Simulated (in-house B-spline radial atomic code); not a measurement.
How numerical settings move a run on Nb⁺, [Kr] 4d4. Computed with an all-electron radial atomic-structure program (B-spline basis): scalar-relativistic (X2C) Hartree-Fock, spin-polarised, averaged over the determinants with the given up and down occupations, Fermi nucleus of rms radius 4.324 fm.

Command:
```bash
python run_scf.py task.json out
```
Settings of the sound reference run:
```
Z                41
electrons        40
configuration    [Kr] 4d4
hamiltonian      x2c
method           hf
spin_polarised   True
nucleus          fermi
rms_radius       4.324
mass_number      93
atomic_mass      92.90637
speed_of_light   137.036
knot_spacing     0.22
spline_order     8
gauss_points     12
box_radius       35.29
max_iterations   70
damping          0.5
damped_steps     3
diis_vectors     10
tolerance        1e-08
start            Thomas-Fermi
```

Run time, properties included: 0.18 s on 1 thread of Intel(R) Xeon(R) 6975P-C (shared host).

It converges in 11 iterations to -3817.056598 hartree, with 4d up at -14.4994 eV. The other runs change the listed settings, some to values that make no sense; their results aren't properties of the atom or ion. Radii are in bohr (the nuclear one in fm), a minus after a letter asks for a j subshell, and «unchanged» means within 1e-8 hartree. The run stops when the residual is below 10 × tolerance × max(1, Z/10), or a noise floor if that is larger, and the energy moves by less than 1e-8 × √|E| hartree; so very loose and very tight tolerances often act alike.

| changed settings | outcome |
| --- | --- |
| box_radius = 5.29 | converged in 11 iterations, energy +2.39e-02 hartree from the reference, 4d up level +6.2e-01 eV (the program warns: 4d up reaches the box edge; 4s up reaches the box edge) |
| box_radius = 10.59 | converged in 11 iterations, energy +5.15e-06 hartree from the reference, 4d up level +3.9e-04 eV (the program warns: 4d up reaches the box edge) |
| box_radius = 70.58 | converged in 11 iterations, energy -3.68e-08 hartree from the reference |
| knot_spacing = 0.3 | converged in 11 iterations, energy +7.39e-06 hartree from the reference, 4d up level +5.7e-07 eV |
| box_radius = 141.16 | converged in 11 iterations, energy +5.44e-07 hartree from the reference, 4d up level +7.1e-07 eV |
| knot_spacing = 1 | converged in 11 iterations, energy +1.68e+01 hartree from the reference, 4d up level -2.2e+00 eV (the program warns: 3s up reaches the box edge; 3s down reaches the box edge) |
| knot_spacing = 1.4 | converged in 11 iterations, energy +1.46e+02 hartree from the reference, 4d up level -1.1e+01 eV (the program warns: 2s up reaches the box edge; 2s down reaches the box edge) |
| knot_spacing = 0.15 | converged in 11 iterations, energy +2.04e-06 hartree from the reference, 4d up level +8.4e-07 eV |
| box_radius = 17.64 | converged in 11 iterations, energy +7.80e-08 hartree from the reference, 4d up level +6.1e-07 eV |
| knot_spacing = 0.55, spline_order = 7, max_iterations = 75, diis_vectors = 4 | converged in 12 iterations, energy +1.83e-01 hartree from the reference, 4d up level -1.1e-02 eV |
| damping = 0.95 | converged in 11 iterations, energy unchanged, 4d up level +4.7e-06 eV |
| box_radius = 2.12 | converged in 9 iterations, energy +6.33e+00 hartree from the reference, 4d up level +4.2e+01 eV (the program warns: 4d up has a positive eigenvalue: unbound, held by the box; 3s up reaches the box edge) |
| hamiltonian = dirac, spin_polarised = False, speed_of_light = 45.11225 | converged in 10 iterations to -4829.0421 hartree, a different physical problem |
| box_radius = 3.53 | converged in 10 iterations, energy +3.65e-01 hartree from the reference, 4d up level +5.0e+00 eV (the program warns: 4d up reaches the box edge; 4s up reaches the box edge) |
| damping = 0.2 | converged in 10 iterations, energy unchanged, 4d up level -1.6e-06 eV |
| box_radius = 7.06 | converged in 11 iterations, energy +1.58e-03 hartree from the reference, 4d up level +6.7e-02 eV (the program warns: 4d up reaches the box edge; 4p up reaches the box edge) |
| electrons = 41, configuration = [Kr] 4d4 5s-1, max_iterations = 60 | stopped with error: j subshells need the Dirac Hamiltonian and l > 0 |
| spline_order = 7, max_iterations = 75, start = bare nucleus | converged in 13 iterations, energy +2.36e-07 hartree from the reference, 4d up level -4.3e-06 eV |
| knot_spacing = 0.55 | converged in 11 iterations, energy +1.76e-01 hartree from the reference, 4d up level +6.8e-04 eV |
| first_knot = 2.44e-05, max_iterations = 75, damping = 0.8, damped_steps = 8, tolerance = 1e-10 | converged in 17 iterations, energy +7.76e-07 hartree from the reference, 4d up level -1.2e-06 eV |

(1) What happens with knot_spacing = 0.1?

(2) What happens with box_radius = 1.41?

(3) What happens with knot_spacing = 0.4?

(4) What happens with knot_spacing = 0.75?

Answers

(1) Converged in 11 iterations, energy +1.15e-06 hartree from the reference, 4d up level +7.0e-07 eV.

(2) Converged in 9 iterations, energy +4.27e+01 hartree from the reference, 4d up level +1.7e+02 eV (the program warns: 4d up has a positive eigenvalue: unbound, held by the box; 4s up has a positive eigenvalue: unbound, held by the box).

(3) Converged in 11 iterations, energy +1.03e-03 hartree from the reference, 4d up level +1.6e-04 eV.

(4) Converged in 11 iterations, energy +6.03e+00 hartree from the reference, 4d up level -1.5e-01 eV.
